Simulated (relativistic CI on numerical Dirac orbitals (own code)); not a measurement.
V4+ (3d) in a crystal field

Calculated by Dirac-Coulomb-Breit CI, separate exchange-only KLI orbitals for each configuration, QED by a radiative potential, valence Slater integrals scaled by 0.65, one configuration in a parametric crystal field (own radial code).

Field parameters in Wybourne normalisation: D4h B²₀ = −7Ds, B⁴₀ = 21(Dq − Dt), B⁴₄ = 21√(5/14) Dq. The field is a parameter set, without covalency.

S is read from ⟨S²⟩ = S(S + 1).

Levels (cm⁻¹, degeneracy): 0 (2), 232 (2), 3619 (2), 14799 (2), 19918 (2).

Which field gives this pattern?
A. D4h, 10Dq = 9050, Ds = -770, Dt = -610 cm⁻¹
B. D4h, 10Dq = 16300, Ds = 1230, Dt = 40 cm⁻¹
C. D4h, 10Dq = 34850, Ds = -1390, Dt = 780 cm⁻¹

B. D4h, 10Dq = 16300, Ds = 1230, Dt = 40 cm⁻¹, ground level with S = 0.50.
